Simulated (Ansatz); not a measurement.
CH2N (SMILES C=[N]), charge 0, multiplicity 2, relaxed at each level with Ansatz (a first-principles code); harmonic frequencies from differences of analytic forces, average atomic masses, frozen cores. Open shells are unrestricted.

```json
[
 {"mode": "1", "r2SCAN/def2-TZVPP (cm⁻¹)": "926", "B3LYP/def2-TZVPP (cm⁻¹)": "936", "PBE0/def2-TZVPP (cm⁻¹)": "929", "wB97X-V/def2-TZVPP (cm⁻¹)": "940", "MP2/cc-pVTZ (cm⁻¹)": "953", "CCSD(T)/cc-pVDZ (cm⁻¹)": "930"},
 {"mode": "2", "r2SCAN/def2-TZVPP (cm⁻¹)": "985", "B3LYP/def2-TZVPP (cm⁻¹)": "995", "PBE0/def2-TZVPP (cm⁻¹)": "998", "wB97X-V/def2-TZVPP (cm⁻¹)": "1011", "MP2/cc-pVTZ (cm⁻¹)": "1163", "CCSD(T)/cc-pVDZ (cm⁻¹)": "?"},
 {"mode": "3", "r2SCAN/def2-TZVPP (cm⁻¹)": "1372", "B3LYP/def2-TZVPP (cm⁻¹)": "1379", "PBE0/def2-TZVPP (cm⁻¹)": "1373", "wB97X-V/def2-TZVPP (cm⁻¹)": "1383", "MP2/cc-pVTZ (cm⁻¹)": "1417", "CCSD(T)/cc-pVDZ (cm⁻¹)": "?"},
 {"mode": "4", "r2SCAN/def2-TZVPP (cm⁻¹)": "1718", "B3LYP/def2-TZVPP (cm⁻¹)": "1724", "PBE0/def2-TZVPP (cm⁻¹)": "1746", "wB97X-V/def2-TZVPP (cm⁻¹)": "1756", "MP2/cc-pVTZ (cm⁻¹)": "2132", "CCSD(T)/cc-pVDZ (cm⁻¹)": "?"},
 {"mode": "5", "r2SCAN/def2-TZVPP (cm⁻¹)": "2955", "B3LYP/def2-TZVPP (cm⁻¹)": "2963", "PBE0/def2-TZVPP (cm⁻¹)": "2990", "wB97X-V/def2-TZVPP (cm⁻¹)": "3008", "MP2/cc-pVTZ (cm⁻¹)": "3059", "CCSD(T)/cc-pVDZ (cm⁻¹)": "3011"},
 {"mode": "6", "r2SCAN/def2-TZVPP (cm⁻¹)": "3010", "B3LYP/def2-TZVPP (cm⁻¹)": "3018", "PBE0/def2-TZVPP (cm⁻¹)": "3053", "wB97X-V/def2-TZVPP (cm⁻¹)": "3076", "MP2/cc-pVTZ (cm⁻¹)": "3129", "CCSD(T)/cc-pVDZ (cm⁻¹)": "3084"}
]
```

Question: Modes are in rising order at each level. Fill in the missing entries.

Answer: 
- 2, CCSD(T)/cc-pVDZ (cm⁻¹): 966
- 4, CCSD(T)/cc-pVDZ (cm⁻¹): 1682
- 3, CCSD(T)/cc-pVDZ (cm⁻¹): 1375

Doubts at one or more of the structures used: a spin-contaminated determinant (CCSD(T)/cc-pVDZ).
